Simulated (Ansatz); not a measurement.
Steps of a relaxation of C$_{7}$H$_{12}$O$_{2}$ (`CC(=O)CC(=O)C(C)C`) with RKS PBE-D4/def2-SVP.

```sh
$ ansatz run in.yaml --threads 5 --pin off --events-out ev --progress --plain --max-ram 66560MiB --backend cuda --devices 0, --max-vram 37GiB
```

```yaml
crystal:
  periodic: [false, false, false]
  atoms:
    - {symbol: C, position_ang: [-1.522800, 1.933500, -1.771000]}
    - {symbol: C, position_ang: [-0.778500, 0.701500, -1.880400]}
    - {symbol: O, position_ang: [-1.248200, -0.288000, -2.471500]}
    - {symbol: C, position_ang: [0.635300, 0.681300, -1.197400]}
    - {symbol: C, position_ang: [0.420100, 0.455500, 0.271500]}
    - {symbol: O, position_ang: [0.393000, 1.446000, 1.050300]}
    - {symbol: C, position_ang: [0.314100, -0.971200, 0.790100]}
    - {symbol: C, position_ang: [-0.487900, -1.013300, 2.069100]}
    - {symbol: C, position_ang: [1.678200, -1.554600, 1.029700]}
    - {symbol: H, position_ang: [-2.462600, 1.901800, -2.384900]}
    - {symbol: H, position_ang: [-1.885500, 2.147200, -0.726100]}
    - {symbol: H, position_ang: [-0.949700, 2.825100, -2.123900]}
    - {symbol: H, position_ang: [1.126500, -0.099100, -1.641400]}
    - {symbol: H, position_ang: [1.068200, 1.620100, -1.365900]}
    - {symbol: H, position_ang: [-0.252700, -1.563500, 0.027700]}
    - {symbol: H, position_ang: [-0.019600, -0.462400, 2.909800]}
    - {symbol: H, position_ang: [-1.499200, -0.542300, 1.933700]}
    - {symbol: H, position_ang: [-0.689800, -2.049300, 2.408400]}
    - {symbol: H, position_ang: [1.609300, -2.618700, 1.338300]}
    - {symbol: H, position_ang: [2.204800, -1.542600, 0.067600]}
    - {symbol: H, position_ang: [2.222600, -0.996300, 1.712900]}
basis:
  gaussian: {orbitals: def2-SVP}
hamiltonian: {xc: pbe, dispersion: d4}
relax: {f_tol: 0.03, max_steps: 200}
```

Positions (Å) and forces (eV/Å) along the path, 7 of 10 steps:

```xyz
21
step=1 energy=-11526.0957 eV
C    -1.523    1.933   -1.771   -1.950    2.255   -0.045
C    -0.778    0.702   -1.880    0.251   -2.680   -0.873
O    -1.248   -0.288   -2.471    1.018    1.085    0.971
C     0.635    0.681   -1.197   -3.399    0.216    0.821
C     0.420    0.456    0.272    0.622    2.215    2.032
O     0.393    1.446    1.050   -0.190   -1.922   -1.411
C     0.314   -0.971    0.790   -1.262    0.138    0.069
C    -0.488   -1.013    2.069   -1.342    0.345    0.646
C     1.678   -1.555    1.030   -0.746   -1.808   -2.373
H    -2.463    1.902   -2.385    0.461   -0.219    0.154
H    -1.885    2.147   -0.726    0.549   -0.079   -0.268
H    -0.950    2.825   -2.124    0.031   -0.172    0.315
H     1.127   -0.099   -1.641    1.788   -2.513   -1.409
H     1.068    1.620   -1.366    1.102    1.875   -0.181
H    -0.253   -1.563    0.028    0.338    0.056   -0.061
H    -0.020   -0.462    2.910    0.169    0.005   -0.140
H    -1.499   -0.542    1.934    0.362   -0.137    0.026
H    -0.690   -2.049    2.408    0.187   -0.072   -0.072
H     1.609   -2.619    1.338    0.011    0.133    0.128
H     2.205   -1.543    0.068    0.589   -0.131   -0.261
H     2.223   -0.996    1.713    1.411    1.411    1.931
21
step=3 energy=-11526.7120 eV
C    -1.548    1.972   -1.793   -0.086    0.198    0.187
C    -0.779    0.680   -1.872    0.306   -0.079   -0.089
O    -1.222   -0.336   -2.379   -0.130   -0.069   -0.025
C     0.614    0.667   -1.199   -0.211    0.080   -0.264
C     0.371    0.489    0.298    0.670    0.039    0.414
O     0.308    1.455    1.046   -0.223   -0.082   -0.127
C     0.264   -0.952    0.801   -0.183   -0.049   -0.216
C    -0.546   -1.020    2.095    0.083   -0.119    0.064
C     1.679   -1.552    0.960    0.101    0.151    0.091
H    -2.504    1.882   -2.341    0.014    0.005    0.027
H    -1.742    2.215   -0.722    0.005   -0.051   -0.114
H    -0.957    2.829   -2.176    0.012   -0.056   -0.075
H     1.174   -0.190   -1.634   -0.074    0.179    0.114
H     1.137    1.634   -1.360   -0.049   -0.168    0.052
H    -0.251   -1.522   -0.007   -0.014   -0.018    0.046
H    -0.049   -0.435    2.895   -0.021   -0.006   -0.026
H    -1.562   -0.599    1.960    0.001   -0.019   -0.002
H    -0.645   -2.073    2.438   -0.007    0.094   -0.014
H     1.615   -2.614    1.273   -0.037    0.013    0.007
H     2.271   -1.522    0.019   -0.091    0.037    0.068
H     2.248   -0.999    1.742   -0.066   -0.082   -0.118
21
step=6 energy=-11526.7457 eV
C    -1.508    2.028   -1.868    0.119    0.090   -0.033
C    -0.803    0.686   -1.835   -0.213   -0.134    0.059
O    -1.319   -0.357   -2.215    0.132    0.273    0.042
C     0.579    0.681   -1.167    0.010   -0.010    0.007
C     0.342    0.480    0.339   -0.005   -0.038   -0.012
O     0.176    1.436    1.080   -0.014   -0.020   -0.013
C     0.262   -0.973    0.808   -0.006    0.017    0.018
C    -0.528   -1.087    2.112   -0.002    0.010   -0.017
C     1.691   -1.539    0.951   -0.050   -0.014   -0.031
H    -2.519    1.907   -2.306    0.068    0.059    0.048
H    -1.574    2.432   -0.826    0.038   -0.090   -0.234
H    -0.914    2.772   -2.456   -0.171   -0.196    0.144
H     1.158   -0.159   -1.592    0.026   -0.029   -0.015
H     1.102    1.643   -1.311    0.011    0.049   -0.002
H    -0.247   -1.536   -0.007   -0.006    0.027    0.010
H    -0.044   -0.488    2.909   -0.013   -0.001    0.009
H    -1.562   -0.706    1.994    0.024   -0.010   -0.002
H    -0.584   -2.142    2.448    0.006   -0.004   -0.001
H     1.650   -2.610    1.234    0.007    0.007   -0.005
H     2.272   -1.461    0.010    0.005   -0.005    0.000
H     2.245   -0.997    1.743    0.033    0.017    0.028
21
step=7 energy=-11526.7502 eV
C    -1.505    2.032   -1.881    0.073    0.018    0.043
C    -0.812    0.686   -1.819   -0.074   -0.008   -0.128
O    -1.326   -0.354   -2.201    0.044    0.117    0.063
C     0.574    0.684   -1.159    0.023   -0.007    0.075
C     0.341    0.479    0.346   -0.039   -0.040   -0.033
O     0.167    1.432    1.089   -0.001    0.013    0.009
C     0.263   -0.974    0.812    0.016    0.013    0.027
C    -0.525   -1.095    2.116    0.002    0.006   -0.014
C     1.692   -1.539    0.949   -0.035   -0.012   -0.019
H    -2.517    1.916   -2.311    0.027    0.033    0.025
H    -1.561    2.457   -0.851    0.018   -0.036   -0.124
H    -0.908    2.755   -2.484   -0.091   -0.122    0.075
H     1.156   -0.152   -1.588    0.005   -0.014   -0.016
H     1.093    1.649   -1.303   -0.001    0.027   -0.002
H    -0.248   -1.534   -0.005   -0.007    0.016    0.002
H    -0.045   -0.494    2.914   -0.008    0.000    0.006
H    -1.562   -0.720    1.999    0.013   -0.005   -0.001
H    -0.575   -2.150    2.450    0.004   -0.005    0.001
H     1.653   -2.611    1.228    0.007    0.003   -0.003
H     2.271   -1.458    0.006    0.005   -0.004   -0.002
H     2.250   -1.000    1.741    0.019    0.008    0.015
21
step=8 energy=-11526.7536 eV
C    -1.499    2.037   -1.903    0.005    0.013   -0.008
C    -0.807    0.697   -1.813   -0.005   -0.030    0.015
O    -1.325   -0.348   -2.172    0.002   -0.016   -0.012
C     0.575    0.697   -1.141    0.009    0.012   -0.019
C     0.330    0.478    0.360   -0.010    0.007    0.009
O     0.145    1.426    1.107   -0.010    0.015    0.005
C     0.260   -0.977    0.817   -0.001    0.003    0.008
C    -0.522   -1.111    2.123   -0.007    0.008    0.003
C     1.689   -1.542    0.942    0.011    0.021    0.001
H    -2.529    1.901   -2.278    0.007    0.048    0.009
H    -1.499    2.523   -0.905   -0.008   -0.023    0.038
H    -0.936    2.722   -2.571   -0.001   -0.030   -0.036
H     1.162   -0.133   -1.575    0.006    0.004    0.001
H     1.088    1.667   -1.274    0.005    0.009    0.006
H    -0.258   -1.527   -0.003    0.005   -0.010    0.004
H    -0.047   -0.513    2.925    0.013    0.008   -0.001
H    -1.560   -0.740    2.010   -0.006   -0.018    0.004
H    -0.560   -2.170    2.449   -0.017    0.000   -0.002
H     1.656   -2.612    1.227   -0.009   -0.009   -0.014
H     2.258   -1.463   -0.006    0.013   -0.009   -0.002
H     2.255   -1.000    1.728   -0.002   -0.001   -0.011
21
step=9 energy=-11526.7548 eV
C    -1.491    2.036   -1.906   -0.006   -0.023    0.010
C    -0.808    0.691   -1.811   -0.012    0.013   -0.015
O    -1.325   -0.355   -2.170    0.016   -0.009    0.005
C     0.574    0.697   -1.136   -0.027    0.001    0.013
C     0.320    0.481    0.364   -0.011   -0.023   -0.048
O     0.121    1.427    1.108   -0.006    0.020    0.006
C     0.256   -0.975    0.820   -0.010   -0.002   -0.039
C    -0.521   -1.113    2.128    0.019   -0.014    0.005
C     1.689   -1.536    0.934   -0.016   -0.007    0.009
H    -2.528    1.918   -2.269    0.003   -0.007    0.009
H    -1.476    2.520   -0.906    0.014    0.026   -0.024
H    -0.928    2.701   -2.594    0.008    0.010    0.025
H     1.165   -0.131   -1.567    0.015   -0.005    0.003
H     1.085    1.669   -1.267   -0.004    0.005   -0.006
H    -0.262   -1.529    0.002    0.007    0.028    0.014
H    -0.040   -0.516    2.929   -0.005    0.001    0.010
H    -1.561   -0.745    2.022    0.003    0.003   -0.005
H    -0.560   -2.172    2.452    0.003   -0.003    0.005
H     1.653   -2.611    1.200    0.023   -0.004    0.011
H     2.261   -1.444   -0.012   -0.022    0.000   -0.005
H     2.253   -1.002    1.726    0.013   -0.011    0.019
21
step=10 energy=-11526.7555 eV
C    -1.488    2.038   -1.911   -0.002    0.007    0.013
C    -0.808    0.692   -1.812   -0.003    0.007   -0.009
O    -1.325   -0.354   -2.169    0.007   -0.001    0.000
C     0.572    0.699   -1.134   -0.012   -0.004    0.004
C     0.312    0.480    0.365    0.018    0.000   -0.004
O     0.107    1.427    1.108   -0.012    0.001   -0.003
C     0.255   -0.976    0.821    0.002   -0.007    0.002
C    -0.518   -1.118    2.132    0.000    0.002    0.002
C     1.687   -1.536    0.933   -0.002    0.003   -0.005
H    -2.529    1.919   -2.261    0.003    0.003    0.003
H    -1.459    2.536   -0.918    0.004   -0.001   -0.023
H    -0.929    2.695   -2.610   -0.004   -0.008    0.015
H     1.168   -0.127   -1.563    0.003    0.001    0.004
H     1.080    1.673   -1.262   -0.001   -0.003   -0.001
H    -0.265   -1.528    0.004   -0.001    0.003   -0.001
H    -0.040   -0.519    2.932   -0.002   -0.001    0.000
H    -1.560   -0.754    2.027   -0.001    0.001    0.001
H    -0.552   -2.177    2.455    0.002    0.001    0.000
H     1.656   -2.611    1.202    0.003    0.001    0.002
H     2.254   -1.445   -0.016   -0.003   -0.001   -0.001
H     2.256   -1.003    1.723    0.000   -0.004    0.003
```

Hardware: 5 threads of an AMD EPYC 7R13 on a shared host and a share of an NVIDIA H100 80 GB. Wall time 68 s, peak host memory 0.96 GiB.
